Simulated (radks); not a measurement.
Spherical quantum dot in the effective-mass picture: electrons in a parabolic well V = omega^2 r^2 / 2 with omega = 0.0912, all in effective atomic units (hartree* = m*/eps^2 hartree, bohr* = eps/m* bohr), one dielectric constant everywhere. Calculated with a radial shooting solver with Libxc functionals: non-relativistic Kohn-Sham, LDA (Slater exchange, Perdew-Wang correlation), spin-polarised, spherical densities. Levels are named by radial order and angular momentum (1s, 1p, 1d, 2s, ...), and open shells are averaged over m. Results are scaled to m* = 0.136 and eps = 9, for which hartree* = 45.69 meV and bohr* = 3.502 nm.

N = 21, configuration 1s2 1p6 1d10 2s2 1f(up 1, down 0). This is the lowest configuration that the search found (a dilute case). Occupied and some empty levels:

level,occupation,eigenvalue (meV),<r> (nm)
1s up,1,99.883,31.62
1s down,1,99.949,31.33
1p up,3,100.60,35.22
1p down,3,100.68,35.09
1d up,5,101.62,37.74
1d down,5,101.71,37.69
2s up,1,102.62,27.46
2s down,1,102.65,27.60
1f up,1,102.91,39.75
1f down,0,103.01,39.74
2p up,0,104.26,31.84
2p down,0,104.31,31.86
1g up,0,104.43,41.47
1g down,0,104.52,41.49
2d up,0,106.04,35.30
2d down,0,106.09,35.29

Energy (meV): total 1269.19, kinetic 45.473, external 442.04, Hartree 892.44, exchange-correlation -110.76.

Electron density:

r (nm),n(r) (e/nm^3)
1.47,0.00006962
5.18,0.00006594
8.88,0.00005919
12.6,0.00005147
16.3,0.00004536
20.0,0.00004296
23.7,0.00004499
27.4,0.00005013
31.1,0.00005516
34.8,0.00005592
38.5,0.00004946
42.2,0.00003644
45.9,0.00002156
49.6,0.00001005
53.3,3.587e-06
57.0,9.829e-07
60.8,2.069e-07
64.5,3.379e-08
68.1,4.357e-09
71.9,4.342e-10
